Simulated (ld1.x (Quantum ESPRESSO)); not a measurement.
Configuration tests for holmium (PAW)

* Element: holmium (Ho)
* Generator: ld1.x (Quantum ESPRESSO) 7.5
* Type: PAW
* Functional: PBE
* Relativity: scalar-relativistic
* Frozen core: [Kr] 4d10 4f10
* Valence charge: 11
* Reference configuration: 5s2 5p6 5d1 6s1.5 6p0 (charge +0.5)
* Partial waves: 5s (bound): rcut 1.85, rcutus 2.05 bohr; 6s (bound): rcut 1.85, rcutus 2.05 bohr; 5p (bound): rcut 1.95, rcutus 2.05 bohr; 6p (bound, empty): rcut 1.95, rcutus 2.05 bohr; 5d (bound): rcut 3.00, rcutus 3.20 bohr; 5d channel at 1.75 Ry: rcut 3.00, rcutus 3.20 bohr
* Local potential: all-electron potential smoothed inside 3.05 bohr (lloc = -1)
* Core correction: a·sin(br)/r model core, default radius (ld1.x builds one for every PAW set, though the input has nlcc=.false.)
* Augmentation charge: PSQ, inside the norm-conserving radii

Energies are relative to the spin-unpolarised reference configuration 5s2 5p6 5d1 6s1.5 6p0; without spin polarisation the order of configurations can differ from experiment. Not all tests gave a result: 2 of 7 tests not solved or not reliable. Left out of the table: 5s2 5p6 5d1 6s0 6p0 (pseudo-atom not self-consistent, printed error -8.3 meV); 5s1 5p6 5d1 6s2 6p0 (pseudo-atom not self-consistent, printed error -399 meV). The frozen-core shift is the all-electron ΔE with the core orbitals held at their reference shape minus the fully relaxed ΔE.

```csv
valence configuration,charge,ΔE all-electron (eV),error AE − PS (meV),frozen-core shift (meV)
5s2 5p6 5d1 6s1 6p0,+1,4.137,-0.5,+2.0
5s2 5p6 5d2 6s0 6p0,+1,5.828,-4.4,+9.9
5s2 5p6 5d1.5 6s1.5 6p0,0,-1.696,-3.6,+3.3
```

Task: What are ΔE and the potential's error for 5s2 5p5 5d1 6s2 6p0?

Result: ΔE = 31.532 eV all-electron; the error (AE − PS) is -221 meV.

Task: What are ΔE and the potential's error for 5s2 5p6 5d1 6s2 6p0?

Result: ΔE = -2.804 eV all-electron; the error (AE − PS) is +0.7 meV.

Levels in the configuration 5s2 5p6 5d1 6s2 6p0:

```tsv
level	all-electron (eV)	pseudo (eV)
5s	-54.409	-54.399
5p	-29.134	-29.124
5d	-2.199	-2.196
6s	-4.337	-4.337
```

A variational frozen-core shift is positive and of second order in the change. This column holds negative values, so the frozen-core run of ld1.x carries numerical noise or an error of first order here, and the column gives no more than the rough size of the effect.
